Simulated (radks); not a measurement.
The numbers below are computed, except where a source is named.
Question: Numerical settings for neutral hydrogen, 1s1. Level of theory: non-relativistic Kohn-Sham, PBE, spin-unpolarised, spherical densities, point nucleus; without spin polarisation the odd electron is poorly described (a radial shooting solver on a logarithmic mesh with Libxc functionals). The defaults (mesh step 0.008 in ln r, mesh end at 40 bohr or more with all orbitals vanishing there, Anderson mixing 0.5 over 9 steps, residual threshold near 1e-9 with the energy settled to 1e-9 hartree or 1e-11 of itself, here a cap of 65 iterations) give E = -0.4589 hartree and 1s at -6.493 eV in 15 iterations. Run on one thread of a shared host, so times are rough (Arm Neoverse V1): 0.03 s of CPU time, 0.03 s wall, 15 iterations on 2476 mesh points. One setting is changed at a time: mesh step in ln r 0.2; mesh step in ln r 0.003; mesh step in ln r 0.12; mesh end (bohr) 1; mesh end (bohr) 2; residual threshold 0.1; residual threshold 0.01; mixing 0.2; linear mixing, mixing 0.5; linear mixing, mixing 0.2; mixing history 2; iteration cap 5. Which runs fail to converge, and which converge to a wrong energy?

Answer: Not converged within the cap: linear mixing, mixing 0.5; linear mixing, mixing 0.2; iteration cap 5. Settled on a wrong energy, with an occupied level pushed above zero by the early mesh end: mesh end (bohr) 1 (+3.01 hartree); mesh end (bohr) 2 (+0.422 hartree). Apart from these: no run marked as converged misses the energy by more than 1 mhartree.
